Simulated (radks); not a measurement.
Excited configurations of P II: one electron is placed in a higher orbital outside [Ne] 3s2 3p1. The ground configuration is [Ne] 3s2 3p2. Calculated with a radial shooting solver on a logarithmic mesh with Libxc functionals: scalar-relativistic Kohn-Sham, r2SCAN, spin-polarised, spherical densities, finite nucleus; open shells are filled with parallel spins first; meta-GGA in the generalised Kohn-Sham scheme; Fermi nuclear charge, rms radius 3.1889 fm. Excitation = E - E(ground); binding = E(ion) - E, where the ion is the core of charge +2; n* = 2/sqrt(2 binding) in atomic units, and the quantum defect is n - n*.

outer orbital  excitation (eV)  binding (eV)     n*  eigenvalue (eV)  <r> (bohr)
3d                      11.667         8.390  2.547           -5.367       3.318
4s                      11.124         8.933  2.468           -7.216       4.724
4d                      15.611         4.446  3.499           -3.338       7.926
6d                      18.198         1.859  5.411           -1.489       21.22

The Delta-SCF ionisation energy is 20.057 eV (NIST Atomic Spectra Database: 19.769 eV, semi-empirical). Self-interaction in the functional shifts the binding energies and quantum defects, so they are the method's values and not measured ones. Open shells are spherical and high-spin; term and fine-structure splittings are not resolved.
